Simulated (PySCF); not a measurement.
Al(Br)2(OMe) (CH₃AlBr₂O), SMILES C[O][Al]([Br])[Br].

The structure is a stationary point at PBE0-D3(BJ)/def2-SVP. One conformer was computed; it need not be the lowest.

Two levels are set side by side: PBE/def2-TZVP (PySCF) and B3LYP/def2-TZVP (PySCF). Same geometry, gas phase. Differences are taken from unrounded values.

```
quantity                     B3LYP
---------------------------  -----
orbital gap (eV)              6.88
highest occupied level (eV)  -8.23
lowest empty level (eV)      -1.35
dipole moment (D)             1.57
mean polarisability (bohr³)   77.7
```

Problem. What does PBE give, and how far is it from B3LYP? (Estimate from the structure and the level; the computed values follow.)

Solution. 
| quantity | PBE | PBE minus B3LYP |
|---|---|---|
| orbital gap (eV) | 5.10 | -1.78 |
| highest occupied level (eV) | -7.05 | 1.19 |
| lowest empty level (eV) | -1.95 | -0.59 |
| dipole moment (D) | 1.51 | -0.07 |
| mean polarisability (bohr³) | 80.9 | 3.2 |

Without exact exchange PBE keeps part of each electron's self-repulsion, which lifts occupied levels and narrows the gap. Loosely held outer electrons make PBE densities more polarisable. Differences between two approximate levels are no errors against the true value.

Rough cost on one machine, each run with all the roots and properties that it gave: B3LYP against PBE within a factor of 2.
